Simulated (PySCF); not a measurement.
## Calculated data, CH$_{4}$B

Computed with PySCF 2.14.0. Calculation on a computer-drawn molecule: vertical ionisation energy to the stated ion spin, frozen-core CCSD(T) at the basis limit and cheaper methods, single-reference cases, UHF for radicals, no spin-orbit; all values are single points at the evaluated structure, the first of each entry, which is the reference or a displaced copy of it and isn't optimised; the reference structure only sets the zero of the energies above reference; triples share is (T) over the correlation energy.

Common to all runs: charge 0; multiplicity 2; ion multiplicity 1; diffuse functions no; basis cc-pVnZ; reference is the Hartree-Fock double-zeta minimum; best is HF at quadruple zeta + MP2 correlation extrapolated from triple and quadruple zeta + CCSD(T) minus MP2 at triple zeta; basis step is the size of the change from the same recipe one zeta lower.

```json
{"entry": 1, "formula": "CH4B", "evaluated_structure": {"atoms_angstrom": [["B", 0.021, 0.6878, 1.7646], ["C", -1.3506, 0.1132, 1.3651], ["H", 0.9009, -0.1278, 1.8931], ["H", 0.2399, 1.8144, 1.9001], ["H", -1.6411, -0.8889, 1.3026], ["H", -2.2527, 0.8371, 1.2191]]}, "reference_structure": {"atoms_angstrom": [["B", 0.0094, 0.6607, 1.7598], ["C", -1.3985, 0.1631, 1.3925], ["H", 0.9061, -0.1212, 1.9252], ["H", 0.2251, 1.8357, 1.8849], ["H", -1.6375, -0.8893, 1.2698], ["H", -2.2376, 0.8344, 1.234]]}, "given": {"drawn_bonds_atom": [1, 1, 1, 2, 2], "drawn_bonds_other_atom": [2, 3, 4, 5, 6], "drawn_bonds_order": [1, 1, 1, 1, 1]}, "results": {"ionisation_energy_best [eV]": 10.43, "ionisation_energy_basis_step [eV]": 0.02178, "energy_above_reference_best [kcal/mol]": 4.185, "energy_above_reference_basis_step [kcal/mol]": 0.02574, "triple_zeta_method": ["HF", "PBE", "r2SCAN", "B3LYP", "wB97X", "MP2", "CCSD", "CCSD(T)"], "triple_zeta_ionisation_energy [eV]": [9.544, 10.73, 10.83, 10.6, 10.43, 10.39, 10.3, 10.37], "triple_zeta_energy_above_reference [kcal/mol]": [4.611, 3.993, 4.12, 4.075, 4.293, 4.331, 4.245, 4.192], "total_energy_HF_triple_zeta [hartree]": -64.8407, "total_energy_CCSD(T)_triple_zeta [hartree]": -65.1313, "total_energy_best [hartree]": -65.1635, "T1_diagnostic_at_triple_zeta": 0.01194, "D1_diagnostic_at_triple_zeta": 0.04259, "spin_squared_at_triple_zeta": 0.7585, "ion_T1_diagnostic_at_triple_zeta": 0.0073, "ion_D1_diagnostic_at_triple_zeta": 0.01476, "triples_share_at_triple_zeta": 0.02967, "basis_functions_triple_zeta": 116, "dipole_magnitude_HF_at_triple_zeta [debye]": 0.8886, "dipole_magnitude_CCSD_unrelaxed_at_triple_zeta [debye]": 1.057, "dipole_magnitude_PBE_at_triple_zeta [debye]": 1.268, "dipole_magnitude_r2SCAN_at_triple_zeta [debye]": 1.163, "dipole_magnitude_B3LYP_at_triple_zeta [debye]": 1.178, "dipole_magnitude_wB97X_at_triple_zeta [debye]": 1.136}}
{"entry": 2, "formula": "CH4B", "evaluated_structure": {"atoms_angstrom": [["B", 0.021, 0.6878, 1.7646], ["C", -1.3506, 0.1132, 1.3651], ["H", 0.9009, -0.1278, 1.8931], ["H", 0.2399, 1.8144, 1.9001], ["H", -1.6411, -0.8889, 1.3026], ["H", -2.156, 0.7595, 1.2348]]}, "reference_structure": {"atoms_angstrom": [["B", 0.0094, 0.6607, 1.7598], ["C", -1.3985, 0.1631, 1.3925], ["H", 0.9061, -0.1212, 1.9252], ["H", 0.2251, 1.8357, 1.8849], ["H", -1.6375, -0.8893, 1.2698], ["H", -2.2376, 0.8344, 1.234]]}, "given": {"drawn_bonds_atom": [1, 1, 1, 2, 2], "drawn_bonds_other_atom": [2, 3, 4, 5, 6], "drawn_bonds_order": [1, 1, 1, 1, 1]}, "results": {"ionisation_energy_best [eV]": 10.46, "ionisation_energy_basis_step [eV]": 0.02129, "energy_above_reference_best [kcal/mol]": 3.085, "energy_above_reference_basis_step [kcal/mol]": 0.01949, "triple_zeta_method": ["HF", "PBE", "r2SCAN", "B3LYP", "wB97X", "MP2", "CCSD", "CCSD(T)"], "triple_zeta_ionisation_energy [eV]": [9.559, 10.76, 10.86, 10.63, 10.46, 10.42, 10.33, 10.4], "triple_zeta_energy_above_reference [kcal/mol]": [2.695, 3.866, 3.269, 3.077, 3.228, 2.91, 3.149, 3.262], "total_energy_HF_triple_zeta [hartree]": -64.8437, "total_energy_CCSD(T)_triple_zeta [hartree]": -65.1328, "total_energy_best [hartree]": -65.1653, "T1_diagnostic_at_triple_zeta": 0.0113, "D1_diagnostic_at_triple_zeta": 0.04109, "spin_squared_at_triple_zeta": 0.7573, "ion_T1_diagnostic_at_triple_zeta": 0.006973, "ion_D1_diagnostic_at_triple_zeta": 0.01431, "triples_share_at_triple_zeta": 0.02892, "basis_functions_triple_zeta": 116, "dipole_magnitude_HF_at_triple_zeta [debye]": 0.9742, "dipole_magnitude_CCSD_unrelaxed_at_triple_zeta [debye]": 1.119, "dipole_magnitude_PBE_at_triple_zeta [debye]": 1.337, "dipole_magnitude_r2SCAN_at_triple_zeta [debye]": 1.237, "dipole_magnitude_B3LYP_at_triple_zeta [debye]": 1.249, "dipole_magnitude_wB97X_at_triple_zeta [debye]": 1.203}}
{"entry": 3, "formula": "CH4B", "evaluated_structure": {"atoms_angstrom": [["B", 0.021, 0.6878, 1.7646], ["C", -1.3506, 0.1132, 1.3651], ["H", 0.9009, -0.1278, 1.8931], ["H", 0.2399, 1.8144, 1.9001], ["H", -1.6411, -0.8889, 1.3026], ["H", -2.3162, 0.888, 1.2088]]}, "reference_structure": {"atoms_angstrom": [["B", 0.0094, 0.6607, 1.7598], ["C", -1.3985, 0.1631, 1.3925], ["H", 0.9061, -0.1212, 1.9252], ["H", 0.2251, 1.8357, 1.8849], ["H", -1.6375, -0.8893, 1.2698], ["H", -2.2376, 0.8344, 1.234]]}, "given": {"drawn_bonds_atom": [1, 1, 1, 2, 2], "drawn_bonds_other_atom": [2, 3, 4, 5, 6], "drawn_bonds_order": [1, 1, 1, 1, 1]}, "results": {"ionisation_energy_best [eV]": 10.42, "ionisation_energy_basis_step [eV]": 0.02178, "energy_above_reference_best [kcal/mol]": 9.566, "energy_above_reference_basis_step [kcal/mol]": 0.02973, "triple_zeta_method": ["HF", "PBE", "r2SCAN", "B3LYP", "wB97X", "MP2", "CCSD", "CCSD(T)"], "triple_zeta_ionisation_energy [eV]": [9.542, 10.71, 10.81, 10.58, 10.42, 10.38, 10.29, 10.36], "triple_zeta_energy_above_reference [kcal/mol]": [10.71, 8.758, 9.351, 9.356, 9.775, 10.07, 9.672, 9.493], "total_energy_HF_triple_zeta [hartree]": -64.8310, "total_energy_CCSD(T)_triple_zeta [hartree]": -65.1229, "total_energy_best [hartree]": -65.1549, "T1_diagnostic_at_triple_zeta": 0.01266, "D1_diagnostic_at_triple_zeta": 0.04387, "spin_squared_at_triple_zeta": 0.7599, "ion_T1_diagnostic_at_triple_zeta": 0.007624, "ion_D1_diagnostic_at_triple_zeta": 0.01533, "triples_share_at_triple_zeta": 0.03023, "basis_functions_triple_zeta": 116, "dipole_magnitude_HF_at_triple_zeta [debye]": 0.819, "dipole_magnitude_CCSD_unrelaxed_at_triple_zeta [debye]": 1.007, "dipole_magnitude_PBE_at_triple_zeta [debye]": 1.211, "dipole_magnitude_r2SCAN_at_triple_zeta [debye]": 1.102, "dipole_magnitude_B3LYP_at_triple_zeta [debye]": 1.119, "dipole_magnitude_wB97X_at_triple_zeta [debye]": 1.081}}
{"entry": 4, "formula": "CH4B", "evaluated_structure": {"atoms_angstrom": [["B", 0.021, 0.6878, 1.7646], ["C", -1.3506, 0.1132, 1.3651], ["H", 0.9009, -0.1278, 1.8931], ["H", 0.2399, 1.8144, 1.9001], ["H", -1.6411, -0.8889, 1.3026], ["H", -2.3842, 0.9427, 1.1978]]}, "reference_structure": {"atoms_angstrom": [["B", 0.0094, 0.6607, 1.7598], ["C", -1.3985, 0.1631, 1.3925], ["H", 0.9061, -0.1212, 1.9252], ["H", 0.2251, 1.8357, 1.8849], ["H", -1.6375, -0.8893, 1.2698], ["H", -2.2376, 0.8344, 1.234]]}, "given": {"drawn_bonds_atom": [1, 1, 1, 2, 2], "drawn_bonds_other_atom": [2, 3, 4, 5, 6], "drawn_bonds_order": [1, 1, 1, 1, 1]}, "results": {"ionisation_energy_best [eV]": 10.41, "ionisation_energy_basis_step [eV]": 0.02158, "energy_above_reference_best [kcal/mol]": 17.5, "energy_above_reference_basis_step [kcal/mol]": 0.0327, "triple_zeta_method": ["HF", "PBE", "r2SCAN", "B3LYP", "wB97X", "MP2", "CCSD", "CCSD(T)"], "triple_zeta_ionisation_energy [eV]": [9.546, 10.69, 10.8, 10.57, 10.41, 10.37, 10.28, 10.36], "triple_zeta_energy_above_reference [kcal/mol]": [19.55, 16.07, 17.15, 17.19, 17.95, 18.55, 17.69, 17.36], "total_energy_HF_triple_zeta [hartree]": -64.8169, "total_energy_CCSD(T)_triple_zeta [hartree]": -65.1104, "total_energy_best [hartree]": -65.1423, "T1_diagnostic_at_triple_zeta": 0.01391, "D1_diagnostic_at_triple_zeta": 0.04555, "spin_squared_at_triple_zeta": 0.7629, "ion_T1_diagnostic_at_triple_zeta": 0.00809, "ion_D1_diagnostic_at_triple_zeta": 0.01642, "triples_share_at_triple_zeta": 0.03091, "basis_functions_triple_zeta": 116, "dipole_magnitude_HF_at_triple_zeta [debye]": 0.7374, "dipole_magnitude_CCSD_unrelaxed_at_triple_zeta [debye]": 0.9463, "dipole_magnitude_PBE_at_triple_zeta [debye]": 1.14, "dipole_magnitude_r2SCAN_at_triple_zeta [debye]": 1.029, "dipole_magnitude_B3LYP_at_triple_zeta [debye]": 1.047, "dipole_magnitude_wB97X_at_triple_zeta [debye]": 1.013}}
```
